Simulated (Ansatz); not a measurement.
CH₅AlClNOSi, SMILES `[AlH2][NH][Si]1(Cl)CO1` from Hartree–Fock to CCSD(T)

Cartesian coordinates in Å:
```
Al 1.197 -2.238 -0.173
N 0.725 -0.514 -0.362
Si -0.358 0.508 0.440
Cl -1.065 -0.457 2.083
C -1.260 1.905 -0.228
O -0.003 2.098 0.590
H 0.484 -3.144 0.899
H 2.329 -2.721 -1.165
H 1.221 -0.024 -1.099
H -2.135 2.325 0.264
H -1.135 2.261 -1.249
```

Charge 0, multiplicity 1. Geometry: relaxed with PBE0-D4/def2-TZVP. It is one conformer, not always the lowest. Frozen core, restricted reference, Ansatz. CBS rows extrapolate triple and quadruple zeta; past MP2 they add the triple-zeta difference.

```tsv
basis	HF (Eh)	MP2 corr.
def2-TZVPP	-1160.64999	-0.99003
def2-QZVPP	-1160.68768	-1.06928
```

Task: Estimate the CCSD correlation energy and the (T) correction in each basis where they were run (hartree).

Result: 
```json
{"basis": "def2-TZVPP", "CCSD corr.": "-1.03503", "(T)": "-0.04369"}
{"basis": "CBS(def2)", "CCSD corr.": "-1.17299", "(T)": "as TZ"}
```
